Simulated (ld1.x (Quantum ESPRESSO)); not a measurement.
**chlorine (Cl): excitation energies, all-electron against TM**

ld1.x (Quantum ESPRESSO) 7.5 input, shortened:

```
&input
   title='Cl', zed=17., rel=1, dft='PZ', iswitch=3,
   config='[Ne] 3s2 3p5 3d-2'
 /
 &inputp
   pseudotype=2, tm=.true., lloc=-2, rcloc=1.15,
   nlcc=.false.
 /
3
3S  1  0   2.00   0.00  1.20  1.20  0.0
3P  2  1   5.00   0.00  1.55  1.55  0.0
3D  3  2  -2.00  -0.10  1.30  1.30  0.0
 &test
   configts(1)='3s2 3p5'
 /
```

Energies are relative to the spin-unpolarised reference configuration 3s2 3p5; without spin polarisation the order of configurations can differ from experiment. Spin-polarised rows fill each open shell by Hund’s rule, majority spin first. The frozen-core shift is the all-electron ΔE with the core orbitals held at their reference shape minus the fully relaxed ΔE.

Q: Give the all-electron excitation energy and the error of the potential for: 3s2 3p4; 3s2 3p3; 3s2 3p2; 3s2 3p5.3; 3s2 3p4.5; 3s1 3p6; 3s2 3p1; 3s2 3p5 (spin-polarised); 3s2 3p4 (spin-polarised).

A:

```json
{"valence configuration": "3s2 3p4", "charge": "+1", "ΔE all-electron (eV)": "13.972", "error AE − PS (meV)": "+4.8", "frozen-core shift (meV)": "+1.4"}
{"valence configuration": "3s2 3p3", "charge": "+2", "ΔE all-electron (eV)": "39.500", "error AE − PS (meV)": "+37", "frozen-core shift (meV)": "+9.7"}
{"valence configuration": "3s2 3p2", "charge": "+3", "ΔE all-electron (eV)": "77.895", "error AE − PS (meV)": "+133", "frozen-core shift (meV)": "+37"}
{"valence configuration": "3s2 3p5.3", "charge": "-0.3", "ΔE all-electron (eV)": "-2.172", "error AE − PS (meV)": "+0.4", "frozen-core shift (meV)": "0.0"}
{"valence configuration": "3s2 3p4.5", "charge": "+0.5", "ΔE all-electron (eV)": "5.634", "error AE − PS (meV)": "+0.6", "frozen-core shift (meV)": "+0.4"}
{"valence configuration": "3s1 3p6", "charge": "0", "ΔE all-electron (eV)": "12.048", "error AE − PS (meV)": "+2.1", "frozen-core shift (meV)": "+0.1"}
{"valence configuration": "3s2 3p1", "charge": "+4", "ΔE all-electron (eV)": "130.265", "error AE − PS (meV)": "+354", "frozen-core shift (meV)": "+106"}
{"valence configuration": "3s2 3p5 (spin-polarised)", "charge": "0", "ΔE all-electron (eV)": "-0.186", "error AE − PS (meV)": "+17", "frozen-core shift (meV)": "+0.2"}
{"valence configuration": "3s2 3p4 (spin-polarised)", "charge": "+1", "ΔE all-electron (eV)": "13.092", "error AE − PS (meV)": "+95", "frozen-core shift (meV)": "+2.3"}
```

Levels in the configuration 3s2 3p1:

```json
{"level": "3s", "all-electron (eV)": "-73.798", "pseudo (eV)": "-73.475"}
{"level": "3p", "all-electron (eV)": "-59.690", "pseudo (eV)": "-59.374"}
```
